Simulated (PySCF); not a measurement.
# Radial density of Cd⁺ (cadmium, charge +1)

BP86, [Kr] 4d10 5s1, 2S determinant. Computed with PySCF 2.14 in cc-pVTZ-PP with ECP28MDF (5s5p4d2f1g, 63 functions), with scalar relativity through the core potential. This is the valence pseudo-density: the core potential removes the inner electrons and smooths the orbitals near the nucleus.

```csv
r (bohr),4πr²ρ (e/bohr),4πr²(ρα − ρβ)
0.0168,1.984e-05,0.0000
0.0282,5.063e-05,0.0000
0.0475,0.0001219,0.0000
0.0799,0.0004473,0.0000
0.134,0.004210,0.0000
0.226,0.06212,0.0001
0.380,1.319,0.0064
0.639,13.82,0.0568
1.08,16.69,-0.0628
1.81,4.034,0.4408
3.04,0.5805,0.3328
5.12,0.02994,0.0271
8.61,0.0004074,0.0004
```

Energies and moments cover only the electrons outside the core potential.

Task: Where is the radial spin density 4πr²(ρα − ρβ) most negative, and why is it negative at all?

Result: Around r = 1.08 bohr, down to -0.0628 e/bohr: exchange with the open shell polarises the paired shells in an unrestricted calculation.
